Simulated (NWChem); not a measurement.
# AlSiH₄F; SMILES [F][AlH][SiH3]

Program: NWChem. Pople sets run with spherical d functions. Structure relaxed at the PBE0/def2-SVP level. Vertical excitations in the gas phase.

Problem. Predict the results for BHandHLYP/6-31G*, full TDDFT. Quantities: lowest excitation, singlet (eV); oscillator strength of that lowest state; lowest triplet (eV); orbital gap (eV).

Solution. 
```
Quantity                                  Result
----------------------------------------  ------
lowest excitation, singlet (eV)             5.10
oscillator strength of that lowest state   0.012
lowest triplet (eV)                         4.37
orbital gap (eV)                            7.99
```
